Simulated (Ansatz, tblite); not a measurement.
Cost and result up the ladder for the cluster As3S3 (6 atoms). Total charge 0; doublet. Geometry: PBE0-D4/def2-SVP.

```xyz
6

As    1.779    0.239   -0.023
As   -0.118    1.653   -0.690
As   -1.286   -1.563    0.345
S    -1.756    0.136   -1.009
S     0.501    1.361    1.461
S     0.879   -1.827   -0.083
```

Ansatz on 4 threads of Arm Neoverse V1 on a shared host; xTB runs through tblite on one thread. Times are rough, summed over both states, and most runs start from the orbitals of an earlier one. PBE0-D4/def2-TZVP serves as the yardstick here, not as an exact answer. The other state is a singlet.

The xTB rows come from tblite. The structure comes from a short search, and lower isomers may exist.

Raw xTB energies of ions are shifted by several eV, and xTB has no spin-polarisation term.

```
            level  functions  wall time
         GFN2-xTB         54     0.02 s
         GFN1-xTB         54    0.021 s
 PBE-D4/def2-TZVP        255       15 s
PBE0-D4/def2-TZVP        255       35 s
 B97M-V/def2-TZVP        255       54 s
```

Problem. Estimate what each level gives for the vertical IE (eV).

Solution. 
```tsv
level	vertical IE (eV)	difference from PBE0-D4/def2-TZVP (eV)
GFN2-xTB	11.79	4.08
GFN1-xTB	12.91	5.20
PBE-D4/def2-TZVP	7.39	-0.31
PBE0-D4/def2-TZVP	7.71	0.00
B97M-V/def2-TZVP	7.56	-0.15
```
